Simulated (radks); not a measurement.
Initial-state core-level shifts of the palladium ion Pd3+ when its valence configuration changes from [Kr] 4d7. Calculated with a radial shooting solver on a logarithmic mesh with Libxc functionals: scalar-relativistic Kohn-Sham, PBE, spin-polarised, spherical densities, finite nucleus; open shells are filled with parallel spins first (spin-orbit coupling, left out, can overturn this in heavy ions); Fermi nuclear charge, rms radius 4.5318 fm. Shifts are changes of the shell-averaged eigenvalues in eV (positive: less bound); the change of the density at the nucleus, which sets a Mossbauer isomer shift, is in e/bohr^3, on a base of 1.36e+05.

| valence | 2s | 3p | 3d | 4p | density at nucleus |
|---|---|---|---|---|---|
| 4d5 5p2 | -14.992 | -14.506 | -14.602 | -11.919 | +11.84 |
| 4d5 5s2 | -12.797 | -12.281 | -12.377 | -9.852 | +88.41 |
| 4d4 5s2 5p1 | -21.174 | -20.275 | -20.438 | -16.307 | +102.32 |
| 4d6 5p1 | -7.377 | -7.167 | -7.210 | -6.009 | +5.41 |
| 4d6 5s0.5 5p0.5 | -6.782 | -6.561 | -6.605 | -5.417 | +24.27 |
| 4d6.5 5s0.5 | -3.051 | -2.943 | -2.964 | -2.407 | +20.58 |
| 4d5.5 5s0.5 5p1 | -10.572 | -10.222 | -10.291 | -8.401 | +28.17 |
| 4d2 5s2 5p3 | -38.640 | -36.742 | -37.073 | -29.003 | +133.04 |
| 4d6 5s1 | -6.183 | -5.951 | -5.996 | -4.820 | +42.94 |
